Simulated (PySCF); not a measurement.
BH9NPSi2.
Cartesian coordinates in Å at the PBE0-D3(BJ)/def2-SVP level; atoms count from 1:
```xyz
14
BH9NPSi2 angstrom
B     -1.7970   -1.0899   -0.2340
N     -0.8347   -0.1706    0.2427
Si    -1.3105    1.4418    0.8088
Si     0.8513   -0.7243    0.3175
P      2.1985    1.0974    0.4121
H     -2.9688   -0.7872   -0.2716
H     -1.4392   -2.1887   -0.6048
H     -0.6539    2.4871   -0.0326
H     -2.7903    1.5546    0.7015
H     -0.8756    1.6353    2.2236
H      1.0933   -1.4881    1.5790
H      1.1249   -1.6044   -0.8529
H      2.2012    1.3003   -1.0019
H      3.3729    0.2827    0.4016
```

Computed with PBE0-D3(BJ)/def2-SVP geometry optimisation, gas phase in PySCF 2.14.0.

Masses are those of the commonest isotopes; rigid-rotor values at the optimised geometry. The values belong to one conformer with, in the numbering `[BH2:1][N:2]([SiH3:3])[SiH2:4][PH2:5]`, B1–N2–Si4–P5 161°, N2–Si4–P5–H -83° and -178°.

**Question.** What are A, B and C (GHz)?

**Answer.** Ia = 150.79, Ib = 311.82, Ic = 439.02 u·Å²; 505379 MHz·u·Å²/I gives 3351, 1621 and 1151 MHz, that is A = 3.3514, B = 1.6208, C = 1.1512 GHz.

**Question.** What kind of rotor is it?

**Answer.** An asymmetric top. Ray's parameter κ = (2B − A − C)/(A − C) = -0.573; −1 is the prolate and +1 the oblate limit.

**Question.** Is it planar, by Δ = Ic − Ia − Ib?

**Answer.** Not planar: Δ = Ic − Ia − Ib = -23.59 u·Å². For a rigid frame Δ = −2 Σ m c², so Σ m c² = 11.80 u·Å² lies off the ab plane: 8.88 from hydrogen and 2.92 from heavier atoms. The atom farthest from that plane is 1.63 Å away.

**Question.** Where do the levels up to J = 5 lie, in MHz?

**Answer.** Above 0(0,0):
J = 1: 1(0,1) 2772, 1(1,1) 4503, 1(1,0) 4972
J = 2: 2(0,2) 8232, 2(1,2) 9577, 2(1,1) 10986, 2(2,1) 16178, 2(2,0) 16261
J = 3: 3(0,3) 16231, 3(1,3) 17140, 3(1,2) 19948, 3(2,2) 24493, 3(2,1) 24894, 3(3,1) 34369, 3(3,0) 34378
J = 4: 4(0,4) 26607, 4(1,4) 27146, 4(1,3) 31778, 4(2,3) 35516, 4(2,2) 36627, 4(3,2) 45599, 4(3,1) 45663, 4(4,1) 59232, 4(4,0) 59233
J = 5: 5(0,5) 39263, 5(1,5) 39551, 5(1,4) 46346, 5(2,4) 49191, 5(2,3) 51498, 5(3,3) 59660, 5(3,2) 59909, 5(4,2) 73276, 5(4,1) 73284, 5(5,1) 90795, 5(5,0) 90795
Those of J = 1 are B + C, A + C and A + B.

**Question.** Which lines would a microwave search look for?

**Answer.** The dipole components are |μa| = 0.91 D, |μb| = 0.04 D, |μc| = 0.26 D. The squared components, which scale the intensities, stand as 1.00 : 0.00 : 0.08 (a : b : c). Some lines, for components of 0.1 D or more:

```csv
type,branch,"J(Ka,Kc)",MHz,lower level (cm⁻¹)
a,Q,"3(2,1) ← 3(2,2)",400,0.817
a,Q,"1(1,0) ← 1(1,1)",470,0.150
c,Q,"1(1,1) ← 1(0,1)",1731,0.092
a,Q,"3(1,2) ← 3(1,3)",2808,0.572
c,Q,"3(2,2) ← 3(1,2)",4545,0.665
c,R,"1(1,0) ← 0(0,0)",4972,0.000
a,R,"2(1,2) ← 1(1,1)",5074,0.150
c,Q,"2(2,1) ← 2(1,1)",5192,0.366
a,R,"2(0,2) ← 1(0,1)",5461,0.092
a,R,"2(1,1) ← 1(1,0)",6013,0.166
a,R,"3(1,3) ← 2(1,2)",7563,0.319
a,R,"3(2,2) ← 2(2,1)",8316,0.540
a,R,"3(1,2) ← 2(1,1)",8963,0.366
c,Q,"3(3,1) ← 3(2,1)",9475,0.830
c,R,"2(2,0) ← 1(1,0)",11289,0.166
c,R,"2(2,1) ← 1(1,1)",11675,0.150
c,R,"3(1,2) ← 2(0,2)",11716,0.275
c,R,"3(2,1) ← 2(1,1)",13908,0.366
c,R,"3(2,2) ← 2(1,2)",14917,0.319
c,R,"3(3,0) ← 2(2,0)",18117,0.542
```

Whether it is a minimum is left open (no frequencies). Zero-point vibration and centrifugal distortion are left out. A rigid rotor knows nothing of internal rotation, which can split or shift real lines. Quadrupole hyperfine structure (11B, 14N) is left out.
